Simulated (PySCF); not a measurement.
Atoms are numbered as in `[CH3:1][N:2]([CH3:3])[c:4]1[cH:5][p:6][cH:7][cH:8][p:9]1`; H(Xn) means a hydrogen on atom n.

Geometry: PBE0-D3(BJ)/def2-SVP; GIAO absolute shieldings from PySCF 2.14.0 with density-fitted response routines, gas phase, non-relativistic, averaged over equivalent atoms.

At PBE0/pcSseg-1 (212 basis functions, 41 s wall time on 1 thread of an Arm Neoverse V2, shared host):
| atoms | σ (ppm) |
| --- | --- |
| C4 | 4.1 |
| C8 | 17.5 |
| C7 | 34.7 |
| C5 | 46.7 |
| C1/C3 | 141.3 |
| N2 | 167.0 |
| P6 | 64.9 |
| P9 | 153.5 |
| H(C8) | 22.02 |
| H(C7) | 22.68 |
| H(C5) | 23.39 |
| H(C1)/H(C3) | 28.11 |

Predict the values at KT2/pcSseg-1 on the same geometry.

## Answers


```tsv
atoms	σ at KT2/pcSseg-1	change
C4	18.9	+14.8
C8	31.7	+14.2
C7	46.7	+12.0
C5	57.0	+10.3
C1/C3	140.1	-1.2
N2	162.4	-4.6
P6	122.6	+57.7
P9	196.8	+43.3
H(C8)	22.37	+0.35
H(C7)	23.02	+0.34
H(C5)	23.62	+0.23
H(C1)/H(C3)	27.98	-0.13
```

The largest change is at P6 (phosphorus bonded to 2 C, in a 6-membered ring). Cost: 212 basis functions, 46 s wall time on 1 thread of an Arm Neoverse V2, shared host. The order of the carbon signals is the same at both levels.
